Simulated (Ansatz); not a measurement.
Cartesian coordinates (Å):
```xyz
14

C     -1.2825     0.7076     0.4087
C     -0.0078     0.2965    -0.3362
C     -0.2404    -0.9404    -1.2169
Si     1.4224    -0.0264     0.8343
Cl     1.8233     1.6665     1.9676
H     -1.1296     1.6051     1.0091
H     -2.0924     0.9085    -0.2973
H     -1.6208    -0.0882     1.0774
H      0.3045     1.1272    -0.9792
H     -1.0452    -0.7551    -1.9326
H      0.6507    -1.2153    -1.7851
H     -0.5340    -1.8050    -0.6157
H      1.0942    -1.1219     1.7741
H      2.6576    -0.3592     0.0919
```
Charge 0, multiplicity 1.

All values below come from frozen-core CCSD(T)/def2-TZVPP // B3LYP-D3(BJ)/def2-TZVP (Ansatz, a quantum-chemistry and plane-wave program).

```yaml
HF energy: -867.40428 Ha
MP2 correlation energy: -0.84729 Ha
```

Task: Estimate the CCSD correlation energy, the (T) correction, the total energy and the T1 diagnostic.

Result: 
```json
{
  "CCSD correlation energy": "-0.91378 Ha",
  "(T) correction": "-0.03599 Ha",
  "CCSD(T) total energy": "-868.35405 Ha",
  "T1 diagnostic": "0.009"
}
```
